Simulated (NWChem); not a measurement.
Species: TiClF$_{3}$; SMILES [F][Ti]([F])([F])[Cl]

```xyz
5

Ti     0.0000     0.0000     0.2881
F      0.0867     1.6157     0.8749
F      1.3559    -0.8829     0.8749
F     -1.4426    -0.7328     0.8749
Cl     0.0000     0.0000    -1.8846
```
Atoms are numbered in this order, from 1.

Structure relaxed at the PBE0/def2-SVP level.

List the 4 lowest vertical singlet excitations from CAM-B3LYP/def2-SVPD, TDA (NWChem).


```tsv
state	energy (eV)	oscillator strength	leading excitation (squared amplitude)
S1	5.18	0.000	HOMO → LUMO (0.29)
S2	5.28	0.001	HOMO−1 → LUMO+1 (0.40)
S3	5.28	0.001	HOMO → LUMO+1 (0.40)
S4	5.80	0.040	HOMO−1 → LUMO (0.23)
```
